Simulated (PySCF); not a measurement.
CH$_{5}$Si (SMILES C[SiH2]), doublet, geometry from GFN2-xTB; PySCF with CCSD/STO-3G.

Here is a job for PySCF.
```python
from pyscf import gto, scf, cc

mol = gto.M(
    atom='''
C    -0.009619    0.085584   -1.207927
Si    0.006934    0.023373    0.684427
H    -0.034321   -0.918997   -1.628565
H    -0.879928    0.618393   -1.581170
H     0.874747    0.582172   -1.597709
H    -1.215595   -0.536052    1.247971
H     1.215737   -0.586242    1.225054
''',
    basis='sto-3g',
    charge=0,
    spin=1,
    verbose=4,
)

mf = scf.UHF(mol)
mf.kernel()

mycc = cc.CCSD(mf)
mycc.direct = True
mycc.kernel()
print('E(CCSD) = %.10f' % mycc.e_tot)
```

### Question
Write the output that PySCF gives for this input, abridged.

### Answer

```
PySCF version 2.14.0

[INPUT] verbose = 4
[INPUT] num. atoms = 7
[INPUT] num. electrons = 25
[INPUT] charge = 0
[INPUT] spin (= nelec alpha-beta = 2S) = 1
[INPUT] symmetry False subgroup None
[INPUT] Mole.unit = angstrom
[INPUT] Symbol           X                Y                Z      unit          X                Y                Z       unit  Magmom
[INPUT]  1 C     -0.009619000000   0.085584000000  -1.207927000000 AA   -0.018177275592   0.161730320645  -2.282651208468 Bohr   0.0
[INPUT]  2 Si     0.006934000000   0.023373000000   0.684427000000 AA    0.013103360948   0.044168568709   1.293379582258 Bohr   0.0
[INPUT]  3 H     -0.034321000000  -0.918997000000  -1.628565000000 AA   -0.064857290321  -1.736652639297  -3.077541826052 Bohr   0.0
[INPUT]  4 H     -0.879928000000   0.618393000000  -1.581170000000 AA   -1.662822929336   1.168593407348  -2.987978256379 Bohr   0.0
[INPUT]  5 H      0.874747000000   0.582172000000  -1.597709000000 AA    1.653032258285   1.100145637390  -3.019232436753 Bohr   0.0
[INPUT]  6 H     -1.215595000000  -0.536052000000   1.247971000000 AA   -2.297141628391  -1.012991468525   2.358323401400 Bohr   0.0
[INPUT]  7 H      1.215737000000  -0.586242000000   1.225054000000 AA    2.297409969500  -1.107836822717   2.315016547803 Bohr   0.0

nuclear repulsion = 55.6336789133229
number of shells = 13
number of NR pGTOs = 57
number of NR cGTOs = 19
basis = sto-3g
ecp = {}

******** <class 'pyscf.scf.uhf.UHF'> ********
method = UHF
initial guess = minao
damping factor = 0
level_shift factor = 0
DIIS = <class 'pyscf.scf.diis.CDIIS'>
diis_start_cycle = 1
diis_space = 8
diis_damp = 0
SCF conv_tol = 1e-09
SCF conv_tol_grad = None
SCF max_cycles = 50
direct_scf = True
direct_scf_tol = 1e-13
number electrons alpha = 13  beta = 12
Set gradient conv threshold to 3.16228e-05
init E= -325.519258474414

cycle= 1 E= -325.850788144813  delta_E= -0.332  |g|= 0.108  |ddm|= 2.06
cycle= 2 E= -325.864956052535  delta_E= -0.0142  |g|= 0.0331  |ddm|= 0.229
cycle= 3 E= -325.866771395126  delta_E= -0.00182  |g|= 0.0104  |ddm|= 0.0958
cycle= 4 E= -325.866962288833  delta_E= -0.000191  |g|= 0.00574  |ddm|= 0.0278
cycle= 5 E= -325.867047655319  delta_E= -8.54e-05  |g|= 0.00231  |ddm|= 0.0233
cycle= 6 E= -325.867062844682  delta_E= -1.52e-05  |g|= 0.000564  |ddm|= 0.0124
cycle= 7 E= -325.867063523971  delta_E= -6.79e-07  |g|= 0.000203  |ddm|= 0.00218
cycle= 8 E= -325.867063611395  delta_E= -8.74e-08  |g|= 6.68e-05  |ddm|= 0.000733
cycle= 9 E= -325.867063621102  delta_E= -9.71e-09  |g|= 1.54e-05  |ddm|= 0.000274
cycle= 10 E= -325.867063621682  delta_E= -5.8e-10  |g|= 5.25e-06  |ddm|= 6.24e-05
Extra cycle  E= -325.867063621733  delta_E= -5.04e-11  |g|= 3.39e-06  |ddm|= 1.22e-05
converged SCF energy = -325.867063621733  <S^2> = 0.75301215  2S+1 = 2.0030099

******** <class 'pyscf.cc.uccsd.UCCSD'> ********
CC2 = 0
CCSD nocc = (np.int64(13), np.int64(12)), nmo = (19, 19)
max_cycle = 50
direct = 1
conv_tol = 1e-07
conv_tol_normt = 1e-06
diis_space = 6
diis_start_cycle = 0
diis_start_energy_diff = 1e+09
Init t2, MP2 energy = -0.0875914110300732
Init E_corr(UCCSD) = -0.0875914110433338
cycle = 1  E_corr(UCCSD) = -0.108935873914892  dE = -0.0213444629  norm(t1,t2) = 0.0577252
cycle = 2  E_corr(UCCSD) = -0.11605894945539  dE = -0.00712307554  norm(t1,t2) = 0.0226336
cycle = 3  E_corr(UCCSD) = -0.120504086467382  dE = -0.00444513701  norm(t1,t2) = 0.00991655
cycle = 4  E_corr(UCCSD) = -0.120536963774492  dE = -3.28773071e-05  norm(t1,t2) = 0.00218396
cycle = 5  E_corr(UCCSD) = -0.120556785762176  dE = -1.98219877e-05  norm(t1,t2) = 0.000626047
cycle = 6  E_corr(UCCSD) = -0.120559634734111  dE = -2.84897193e-06  norm(t1,t2) = 0.00023106
cycle = 7  E_corr(UCCSD) = -0.120556603231092  dE = 3.03150302e-06  norm(t1,t2) = 6.95595e-05
cycle = 8  E_corr(UCCSD) = -0.120556844408531  dE = -2.41177439e-07  norm(t1,t2) = 1.67746e-05
cycle = 9  E_corr(UCCSD) = -0.120557119426987  dE = -2.75018456e-07  norm(t1,t2) = 6.78716e-06
cycle = 10  E_corr(UCCSD) = -0.120557072537921  dE = 4.6889066e-08  norm(t1,t2) = 1.76732e-06
cycle = 11  E_corr(UCCSD) = -0.120557041422987  dE = 3.11149349e-08  norm(t1,t2) = 5.21759e-07
UCCSD converged
E(UCCSD) = -325.9876206631556  E_corr = -0.1205570414229865
E(CCSD) = -325.9876206632
```
